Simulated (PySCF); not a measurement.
## As (arsenic, neutral) across methods

[Ar] 3d10 4s1 4p4, high-spin 4P determinant (an excited configuration). All numbers are calculated (PySCF 2.14, scalar relativity through the core potential, in aug-cc-pwCVTZ-PP with ECP10MDF (8s7p6d4f1g, 96 functions)). The B2PLYP total includes its PT2 part (frozen core); its orbital energies are those of the SCF part.

```csv
method,E (hartree),mean ε 4s α (eV),mean ε 4p α (eV),mean ε 4p β (eV),Σ⟨r²⟩ (bohr²),⟨S²⟩
wB97X-V,-332.0520,-21.229,-10.054,-7.453,42.22,3.759
UHF,-330.89555,-24.496,-11.304,-6.199,43.50,3.801
PBE0,-332.0618,-18.466,-7.906,-5.351,42.18,3.760
PBEsol,-331.7597,-16.345,-6.648,-4.580,42.27,3.758
B2PLYP,-331.7060,-20.565,-8.960,-5.829,42.58,3.767
r2SCAN,-331.9829,-17.321,-7.129,-4.675,41.98,3.767
LDA,-331.5803,-16.492,-6.712,-4.730,42.31,3.756
M06-L,-332.1200,-16.825,-6.787,-4.482,41.53,3.762
```

Problem. Estimate the same row for PBE.

Solution. E (hartree) = -332.0963; mean ε 4s α (eV) = -16.312; mean ε 4p α (eV) = -6.648; mean ε 4p β (eV) = -4.648; Σ⟨r²⟩ (bohr²) = 42.35; ⟨S²⟩ = 3.757.

Energies and moments cover only the electrons outside the core potential.
